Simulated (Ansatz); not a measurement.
The same ligand exchange along the group B, Al, In.

Gas-phase electronic energies from Ansatz, PBE0-D4/def2-TZVP geometries. CBS: MP2 limit from def2 TZ/QZ plus the TZ coupled-cluster correction, frozen cores. This one scheme is used for every species. Functionals use def2-TZVPP. B3LYP here is the variant with VWN-RPA as its local correlation; programs differ in this. Elements past krypton have def2 core potentials. For Br, In outer-core shells are correlated without core-valence functions, which leaves a few kJ/mol of doubt a bond. Scalar relativity is left out up to krypton. One conformer a species, not always the lowest.

| reaction | CCSD(T)/CBS(def2) (kcal/mol) |
| --- | --- |
| `SB(S)Cl` + HBr → `SB(S)Br` + HCl | ? |
| `[SH][Al]([SH])[Cl]` + HBr → `[SH][Al]([SH])[Br]` + HCl | -0.1 |
| `[SH][In]([SH])[Cl]` + HBr → `[SH][In]([SH])[Br]` + HCl | -5.0 |

(1) Fill in the missing values. (Estimate.)

Largest T1 diagnostic: 0.013, for `[SH][In]([SH])[Cl]`.

## Answers

(1) The calculation gave: `SB(S)Cl` + HBr → `SB(S)Br` + HCl: +0.8 kcal/mol.
